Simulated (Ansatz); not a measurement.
Ge(OMe)H3 (CH₆GeO). Total charge 0; singlet. Geometry PBE-D4/def2-TZVP; atoms count from 1.

```csv
atom,x (Å),y (Å),z (Å)
Ge1,-1.369,0.018,0.094
O2,0.137,-0.467,-0.771
C3,1.367,-0.069,-0.176
H4,1.459,1.031,-0.100
H5,2.182,-0.437,-0.817
H6,1.503,-0.498,0.834
H7,-1.353,-0.596,1.520
H8,-2.508,-0.550,-0.775
H9,-1.419,1.568,0.191
```

Q: Estimate the Mulliken populations from the PBE0/def2-TZVP orbitals of Ansatz.

A: 
| atom | charge (e) |
| --- | --- |
| Ge1 | 0.26 |
| O2 | -0.41 |
| C3 | -0.21 |
| H4 | 0.11 |
| H5 | 0.13 |
| H6 | 0.11 |
| H7 | -0.01 |
| H8 | 0.01 |
| H9 | -0.01 |
Mulliken values depend strongly on the basis.

Q: And the Mayer bond orders between heavy atoms (over 0.3)?

A: Ge1–O2 0.98 (1.80 Å); O2–C3 1.00 (1.42 Å).
